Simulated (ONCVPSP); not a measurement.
# Logarithmic derivatives: Rb, ONCV

Rb (Z = 37), optimised norm-conserving Vanderbilt (ONCV), made with ONCVPSP 4.0.1 (revPBE, scalar-relativistic). Core [Ar] 3d10, reference 4s2 4p6 4d0.5 5s0.5. Waves: 4s+5s: rc 2.75 bohr, ncon 4, nbas 7, qcut 5.3 1/bohr, 2 projectors; 4p: rc 2.40 bohr, ncon 4, nbas 7, qcut 5.2 1/bohr, 2 projectors, debl 3.5 Ha; 4d: rc 4.00 bohr, ncon 3, nbas 7, qcut 2.8 1/bohr, 1 projector. Local part: polynomial inside 1.80 bohr (lpopt 4, dvloc0 3 Ha). Core correction: Teter function fitted to the true core (icmod 2), fcfact 0.6.

The phase is arctan(r·R′/R) of the radial function R(r), unwrapped; energies in Ha, scanned from -3 to 5 Ha. A pole is an energy at which the radial function vanishes at the test radius. The pseudo phase is shifted by a multiple of π to meet the all-electron one at the reference energy, and phase errors are pseudo minus all-electron; the curves can meet again beyond the range given. Levels narrower than the energy grid can be missing from the lists of poles.

```tsv
channel	radius (bohr)	reference energy (Ha)	poles, all-electron	poles, pseudo	unbroken range about the reference energy with phases within 0.05 rad	phase error 1 Ha above the reference energy (rad)
s	2.79	-0.10	-1.13, 1.82	-1.13, 1.78	below 2.8	-0.002
p	2.43	-0.62	-0.28, 3.65	-0.28, 3.65	the whole range	-0.002
d	4.05	-0.01	0.20, 1.36, 3.30	0.21, 1.68, 3.75	below 0.3	+0.184
```

Phases in the d channel:

```csv
E (Ha),all-electron,pseudo
-2.98,1.458,1.458
-2.54,1.448,1.448
-2.10,1.434,1.434
-1.66,1.414,1.414
-1.22,1.383,1.383
-0.78,1.324,1.325
-0.34,1.138,1.141
0.10,-1.348,-1.339
0.54,-2.613,-2.067
0.98,-4.560,-4.373
1.42,-4.730,-4.643
1.86,-4.917,-4.758
2.30,-7.355,-5.045
2.74,-7.757,-7.612
3.18,-7.838,-7.784
3.62,-7.897,-7.841
4.06,-8.004,-7.885
4.50,-9.825,-7.947
4.94,-10.862,-8.204
```
